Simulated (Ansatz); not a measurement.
Isolated molecules relaxed with PBE0-D4/def2-TZVP in Ansatz; ΔE leaves out vibrations. CCSD(T)/CBS adds triple-zeta CCSD(T) − MP2 to the extrapolated MP2 energy (def2 sets, frozen cores). Functionals use def2-TZVPP. B3LYP here is the variant with VWN-RPA as its local correlation; programs differ in this. For Se outer-core shells are correlated without core-valence functions, which leaves a few kJ/mol of doubt a bond. Scalar relativity is left out up to krypton. One conformer a species, not always the lowest.

Reaction (redistribution): `C=C[SiH2]C=N` + `N[SiH2][SeH]` → `N=C[SiH2][SeH]` + `C=C[SiH2]N`

| level | ΔE (kJ/mol) | difference from CCSD(T)/CBS |
| --- | --- | --- |
| PBE-D4 | 4.0 | 0.4 |
| r2SCAN-D4 | 3.7 | 0.1 |
| PBE0-D4 | 3.3 | -0.3 |
| B3LYP-D4 | 3.2 | -0.4 |
| ωB97X-V | 3.3 | -0.3 |
| ωB97M-V | 3.4 | -0.2 |
| B2PLYP | 3.5 | -0.1 |
| PBE | 4.4 | 0.8 |
| r2SCAN | 3.7 | 0.1 |
| PBE0 | 3.6 | 0.0 |
| B3LYP | 3.9 | 0.3 |
| HF/def2-TZVPP | 2.8 | -0.8 |
| MP2/def2-TZVPP | 2.8 | -0.8 |
| SCS-MP2/def2-TZVPP | 3.1 | -0.5 |
| CCSD/def2-TZVPP | 3.2 | -0.4 |
| CCSD(T)/def2-TZVPP | 3.4 | -0.2 |
| HF/def2-QZVPP | 3.0 | -0.6 |
| MP2/def2-QZVPP | 3.0 | -0.6 |
| SCS-MP2/def2-QZVPP | 3.3 | -0.3 |
| HF/CBS(def2) | 3.0 | -0.6 |
| MP2/CBS(def2) | 3.1 | -0.5 |
| CCSD/CBS(def2) | 3.5 | -0.1 |
| CCSD(T)/CBS | 3.6 | 0 |

Largest T1 diagnostic among the species: 0.012.
